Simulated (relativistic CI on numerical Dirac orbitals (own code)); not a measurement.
Fe³⁺ in a cubic cluster: 2p photoemission with charge transfer

Computed with a charge-transfer multiplet model of a cubic metal-ligand cluster with up to one ligand hole, Slater and spin-orbit integrals from Dirac-Coulomb-Breit ions, Slater integrals scaled by 0.8. The parameters are those of a tetrahedral site (10Dq negative, t2 hopping the larger). The ground state mixes d5 with configurations of k ligand holes L, whose averages lie at kΔ + k(k − 1)U_dd/2; a core hole lowers each added d electron by U_cd. 300 K, Lorentzian 0.6 eV and Gaussian 0.8 eV FWHM.

Atomic integrals in eV (Slater integrals scaled, ζ unscaled), ground: F2dd 9.587, F4dd 5.993, zeta_d 0.056; with the core hole: F2dd 10.973, F4dd 6.899, zeta_d 0.083, zeta_core 8.126, F2cd 6.510, G1cd 4.989, G3cd 2.838.

Cluster parameters (eV): U_dd = 5.8, U_cd = 7.1, 10Dq = -0.3, 10Dq(ligand) = 0, V(eg) = 0.7, V(t2g) = -1.19, final-state hopping factor = 1.

```json
{"Case": "Δ = 3.5 eV", "n_d": "5.10", "d5": "0.90", "d6L": "0.10", "S": "2.50"}
{"Case": "Δ = 5.5 eV", "n_d": "5.07", "d5": "0.93", "d6L": "0.07", "S": "2.50"}
{"Case": "Δ = 6.5 eV", "n_d": "5.05", "d5": "0.95", "d6L": "0.05", "S": "2.50"}
```

Weights, n_d and S are thermal averages at 300 K. Binding energies count from the first peak over 30 % of the highest in each spectrum, which can be another peak from case to case. The parameters are a model scan and need not match a compound or its usual spin state. Peaks in eV (height, largest 100):
- Δ = 3.5 eV: 0.0 (100), 1.3 (78), 4.7 (48), 6.3 (38), 10.3 (12), 14.0 (47), 15.2 (45), 17.5 (17), 18.9 (22), 20.1 (22)
- Δ = 5.5 eV: 0.0 (100), 1.2 (80), 5.3 (28), 6.9 (22), 10.6 (9), 14.1 (44), 15.4 (50), 18.4 (14), 20.1 (13)
- Δ = 6.5 eV: 0.0 (100), 1.3 (81), 5.8 (22), 11.1 (7), 14.1 (45), 15.5 (52), 18.9 (11), 20.4 (9)

For the case Δ = 3.5 eV, Δ = 3.5 eV is smaller than U_dd = 5.8 eV, the charge-transfer side of the Zaanen-Sawatzky-Allen scheme. With the core hole the configuration with one ligand hole lies at Δ − U_cd = -3.6, -1.6, -0.6 eV from the one without, in the order of the table; where this is negative the screened configuration lies lower, though the effective hopping of about 2.3 eV (from the holes of the mixed ground state) mixes the two strongly wherever it is as large as the gap.

With at most 1 ligand hole the space is cut while the next configuration still counts, so covalency is underestimated, and a final configuration with one more ligand hole, which can lie low, is missing from the spectra.
